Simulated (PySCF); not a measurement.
# Electron correlation in Ni⁻ (nickel, charge -1)

[Ar] 3d9 4s2, 2D determinant. All numbers are calculated (PySCF 2.14, scalar relativity by spin-free X2C-1e, in aug-cc-pwCVTZ-DK). Frozen: [Ne]; 19 electrons correlated.

MP2 pair energies summed by pair of shells (mhartree):

| pair | energy | share (%) |
| --- | --- | --- |
| 3d-3d | -418.51 | 44.2 |
| 3p-3d | -287.67 | 30.4 |
| 3p-3p | -74.93 | 7.9 |
| 3s-3d | -62.79 | 6.6 |
| 3s-3p | -38.65 | 4.1 |
| 3d-4s | -37.27 | 3.9 |
| 4s-4s | -17.40 | 1.8 |
| 3s-3s | -5.57 | 0.6 |
| 3p-4s | -4.26 | 0.5 |
| 3s-4s | -0.45 | 0.0 |

Total MP2 correlation energy: -947.51 mhartree.

Same-spin part -306.55 and opposite-spin part -640.96 mhartree; SCS-MP2 scales them by 1/3 and 6/5 to -871.33 mhartree.
